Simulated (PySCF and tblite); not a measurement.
The numbers below are computed, except where a source is named.
System: C2H5FP2Si2, numbered as in [CH:1]#[C:2][Si:3]1([F:4])[PH:5][SiH2:6][PH:7]1.

Motion: pyramidal inversion at P5. GFN2-xTB gives an electronic barrier of 18.0 kcal/mol and a reaction energy of 0.6 kcal/mol.

Q: What does CAM-B3LYP/pcSseg-1 + D3(BJ) give on GFN2-xTB geometries?

A: A barrier of 14.8 kcal/mol, 3.2 below the tight-binding barrier (from unrounded values), a reaction energy of -0.1 kcal/mol and, with GFN2-xTB thermal terms, ΔG‡(298 K) = 14.3 kcal/mol and k = 430 s⁻¹ (2 equivalent paths).

Programs: tblite and PySCF.
